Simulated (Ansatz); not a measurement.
Job for Ansatz (a quantum-chemistry and plane-wave program): R-wB97M-V/def2-TZVPP on C2H3B (SMILES BC#C), atoms moved off the minimum.

Ansatz 0.2 input:
```yaml
crystal:
  periodic: [false, false, false]
  atoms:
    - {symbol: B, position_ang: [-1.05036562, -0.15114128, -0.54939601]}
    - {symbol: C, position_ang: [0.34552246, -0.18410665, 0.07866117]}
    - {symbol: C, position_ang: [0.98322593, -0.00621091, 0.66489292]}
    - {symbol: H, position_ang: [1.79870877, 0.16177079, 1.37136235]}
    - {symbol: H, position_ang: [-1.90403064, 0.85272314, -0.83654644]}
    - {symbol: H, position_ang: [-1.37388979, -1.10526527, -1.34235834]}
basis:
  gaussian:
    orbitals: def2-TZVPP
hamiltonian:
  xc: {name: wB97M-V}
scf: {lower_state_search: off}
output: {forces: true}
```

The head of its log:

```
WARN ansatz: RAYON_NUM_THREADS=1 ignored (pool sized by the plan → 1); use --threads N
Functional definition: wB97M-V
these checks for a lower state are left out or cut short: stability, starts, cluster_reference, orbital_swaps, neighbouring_geometries, increment
integrals: 0.05 GiB planned
706 factors; their error is unknown
integrals: 0.08 GiB planned
187 factors; integrals over basis functions are off by at most 1.4e-5 eV
mean field: 0.51 GiB planned
mean field evaluation 1: about -2775.9552 eV, gradient 6.9e1 eV
mean field evaluation 2: about -2778.5888 eV, gradient 5.4e1 eV
```

Q: What total energy does the run end on?

A: -102.3397 hartree.
